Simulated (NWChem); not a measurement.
# C3H7F; SMILES CC(C)F

Program: NWChem. Medium grid unless said otherwise, to which SCAN and Minnesota functionals are sensitive. Geometry: optimised at PBE0/def2-SVP.

Q: Order these by “dipole (D)”, lowest first: PBE/def2-SVP; M05-2X/def2-SVP; M06/def2-SVP; B3LYP/def2-SVP.

A: PBE/def2-SVP (1.61), B3LYP/def2-SVP (1.74), M06/def2-SVP (1.83), M05-2X/def2-SVP (1.90)
